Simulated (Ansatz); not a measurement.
Reaction (substitution at a C–O bond): `OC([SiH3])O[SiH3]` + H–F → `OC(F)[SiH3]` + silanol

Calculated with Ansatz (gas phase, PBE0-D4/def2-TZVP geometries, no zero-point term in ΔE). CCSD(T)/CBS adds triple-zeta CCSD(T) − MP2 to the extrapolated MP2 energy (def2 sets, frozen cores). This one scheme is used for every species. DFT in def2-TZVPP. B3LYP here is the variant with VWN-RPA as its local correlation; programs differ in this. One conformer a species, not always the lowest.

| level | ΔE (eV) |
| --- | --- |
| B3LYP-D4 | -0.04 |
| PBE | -0.11 |
| B3LYP | -0.16 |
| MP2/def2-TZVPP | 0.07 |
| HF/def2-QZVPP | -0.19 |
| SCS-MP2/def2-QZVPP | 0.01 |
| MP2/CBS(def2) | 0.08 |
| CCSD/CBS(def2) | 0.00 |

Q: What does CCSD(T)/CBS give? (Best estimate.)

A: The calculation gave: +0.03 eV. The listed levels differ from it by -0.07, -0.14, -0.19, 0.04, -0.22, -0.02, 0.05, -0.03 eV.

Largest T1 diagnostic among the species: 0.013.

In def2-TZVPP, CCSD(T) changes the Hartree–Fock value by +0.22 eV (the triples alone add +0.03 eV) and MP2 by +0.26 eV. The D4 term adds +0.12 eV with B3LYP and +0.07 eV with PBE0; it sums over pairs of atoms, weighted by their polarisabilities, and B3LYP, whose exchange is more repulsive, gets the larger term.
